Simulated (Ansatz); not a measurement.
`[F][Ge]([F])([Br])[Br]`, relaxed with RKS PBE0-D4/def2-TZVP in Ansatz 0.2.0 from a PBE-D4/def2-SVP geometry. The force threshold is 0.005 eV/Å; the program also tests the step.

The species carries charge 0 and has multiplicity 1.

Start:

```xyz
5

F    -1.487   -0.984   -0.071
Ge   -0.043   -0.027    0.058
F     0.216    0.195    1.761
Br   -0.397    2.002   -0.922
Br    1.711   -1.186   -0.826
```

```csv
step,energy (eV),largest force (eV/Å),largest move (Å)
1,-202023.3413,0.738,0.000
2,-202023.3752,0.445,0.030
3,-202023.3799,0.074,0.010
4,-202023.3799,0.013,0.005
5,-202023.3800,0.000,0.002
```

End:

```xyz
5

F    -1.462   -0.969   -0.069
Ge   -0.042   -0.026    0.055
F     0.212    0.192    1.732
Br   -0.398    1.980   -0.906
Br    1.690   -1.177   -0.812
```

Hardware: 4 threads of a server CPU on a shared host. Wall time 16 s, peak host memory 0.82 GiB.
